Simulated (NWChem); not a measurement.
System: C₂H₈BN; SMILES CB(C)N

NWChem input:

```
start job
memory heap 200 mb stack 900 mb global 1100 mb
geometry units angstroms noautosym nocenter noautoz
  B      0.000000     0.000000     0.056517
  C      1.383024    -0.023533    -0.725857
  H      1.473759     0.850504    -1.386110
  H      1.444409    -0.901002    -1.384959
  H      2.266942    -0.037956    -0.075117
  C     -1.383024     0.023533    -0.725857
  H     -1.444409     0.901002    -1.384959
  H     -2.266942     0.037956    -0.075117
  H     -1.473759    -0.850504    -1.386110
  N      0.000000     0.000000     1.461103
  H     -0.845253     0.014317     2.016176
  H      0.845253    -0.014317     2.016176
end
basis spherical
  * library pcsseg-1
end
dft
  xc pbe0
  iterations 150
end
property
  shielding 6 1 2 3 5 10 11
end
task dft property
```

Excerpt of the output:

```
             Northwest Computational Chemistry Package (NWChem) 7.3.0
             --------------------------------------------------------

                             Geometry "geometry" -> ""
                             -------------------------

 Output coordinates in angstroms (scale by  1.889725989 to convert to a.u.)

  No.       Tag          Charge          X              Y              Z
 ---- ---------------- ---------- -------------- -------------- --------------
    1 B                    5.0000     0.00000000     0.00000000     0.05651700
    2 C                    6.0000     1.38302400    -0.02353300    -0.72585700
    3 H                    1.0000     1.47375900     0.85050400    -1.38611000
    4 H                    1.0000     1.44440900    -0.90100200    -1.38495900
    5 H                    1.0000     2.26694200    -0.03795600    -0.07511700
    6 C                    6.0000    -1.38302400     0.02353300    -0.72585700
    7 H                    1.0000    -1.44440900     0.90100200    -1.38495900
    8 H                    1.0000    -2.26694200     0.03795600    -0.07511700
    9 H                    1.0000    -1.47375900    -0.85050400    -1.38611000
   10 N                    7.0000     0.00000000     0.00000000     1.46110300
   11 H                    1.0000    -0.84525300     0.01431700     2.01617600
   12 H                    1.0000     0.84525300    -0.01431700     2.01617600

 Effective nuclear repulsion energy (a.u.)     113.7960259547

                              NWChem Property Module
                              ----------------------

  itol2e modified to match energy
  convergence criterion.

                                 NWChem DFT Module
                                 -----------------

 Summary of "ao basis" -> "ao basis" (spherical)
 ------------------------------------------------------------------------------
       Tag                 Description            Shells   Functions and Types
 ---------------- ------------------------------  ------  ---------------------
 B                          pcsseg-1                 7       17   3s3p1d
 C                          pcsseg-1                 7       17   3s3p1d
 H                          pcsseg-1                 3        5   2s1p
 N                          pcsseg-1                 7       17   3s3p1d

  itol2e modified to match energy
  convergence criterion.

[...]

          -----------------------------------------
          Chemical Shielding Tensors (GIAO, in ppm)
          -----------------------------------------

                                NWChem CPHF Module
                                ------------------

  scftype          =     RHF
  nclosed          =       16
  nopen            =        0
  variables        =     1472
  # of vectors     =        3
  tolerance        = 0.10D-03
  level shift      = 0.00D+00
  max iterations   =       50
  max subspace     =       30

 SCF residual:    2.4249006249787644E-004

Iterative solution of linear equations
  No. of variables     1472
  No. of equations        3
  Maximum subspace       30
        Iterations       50
       Convergence  1.0D-04

   iter   nsub   residual    time
   ----  ------  --------  ---------
     1      3    5.36D-01      38.4
     2      6    3.34D-02      42.2
     3      9    1.41D-03      46.1
     4     12    4.25D-05      49.9

      Atom:    1  B
        Diamagnetic
    200.7699     -0.4368     -0.0000
     -0.4368    175.0347      0.0000
     -0.0000      0.0000    197.5546

        Paramagnetic
   -170.6902      1.8850     -0.0000
      1.8850    -59.5395      0.0000
     -0.0000      0.0000   -176.8258

        Total Shielding Tensor
     30.0796      1.4482     -0.0000
      1.4482    115.4952      0.0000
     -0.0000      0.0000     20.7288

           isotropic =      55.4346
          anisotropy =      90.1278

          Principal Components and Axis System
                 1           2           3
              115.5198     30.0551     20.7288

      1         0.0169      0.9999      0.0000
      2         0.9999     -0.0169     -0.0000
      3         0.0000     -0.0000      1.0000

      Atom:    2  C
        Diamagnetic
    256.8495     -0.1520     -3.1912
     -0.1520    247.8127      0.0533
     -3.1912      0.0533    250.6073

        Paramagnetic
    -64.3934     -0.1262     -1.6633
     -0.1262    -72.1177      0.0280
     -1.6633      0.0280    -81.4964

        Total Shielding Tensor
    192.4561     -0.2782     -4.8545
     -0.2782    175.6950      0.0814
     -4.8545      0.0814    169.1109

           isotropic =     179.0873
          anisotropy =      21.5140

          Principal Components and Axis System
                 1           2           3
              193.4300    175.6904    168.1416

      1         0.9805      0.0166      0.1958
      2        -0.0163      0.9999     -0.0034
      3        -0.1958      0.0001      0.9806

      Atom:    3  H
        Diamagnetic
     27.3362      2.2619     -2.8055
      2.2619     32.3682     -7.3583
     -2.8055     -7.3583     30.4105

        Paramagnetic
      2.2045     -0.6696      1.9009
     -0.6696      0.0597      2.9778
      1.9009      2.9778      0.6230

        Total Shielding Tensor
     29.5407      1.5923     -0.9046
      1.5923     32.4279     -4.3805
     -0.9046     -4.3805     31.0336

           isotropic =      31.0007
          anisotropy =       8.4346

          Principal Components and Axis System
                 1           2           3
               36.6238     29.1446     27.2337

      1         0.2465      0.9532     -0.1748
      2         0.7431     -0.0701      0.6655
      3        -0.6222      0.2940      0.7256

      Atom:    4  H
        Diamagnetic
     38.1970     -0.2356      5.0939
     -0.2356     23.9029     -0.0827
      5.0939     -0.0827     29.7079

        Paramagnetic
     -2.4680      0.0996     -2.2687
      0.0996      3.5429      0.0367
     -2.2687      0.0367      1.2515

[...]
```

Level: PBE0/pcSseg-1, GIAO. All runs use the structure optimised with B3LYP/6-31G* (spherical d). The output numbers the shielded atoms by their place in the input's list. The printed shielding anisotropy is the first printed principal value minus the mean of the other two.
